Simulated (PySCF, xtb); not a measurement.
Mo(S)(Cl)(OH)3 (ClH3MoO3S), SMILES [OH][Mo]([Cl])([OH])(=[S])[OH], multiplicity 1.

GFN2-xTB (xtb) at its own geometry gives an orbital gap of 2.56 eV and a dipole moment of 6.16 D.

Geometry: r2SCAN-D4/def2-SVP. A frequency run showed that this geometry is not a minimum. The spin state was assumed, not searched. The def2 effective core potentials stand for the cores of Mo; spin–orbit coupling is left out. Other conformers were not sampled.

Task: What does PySCF with PBE0/def2-TZVP give? (The exact figures need the calculation; the answer reports its results.)

Result: gap 4.51 eV (levels -8.17 and -3.65 eV), dipole 1.78 D.
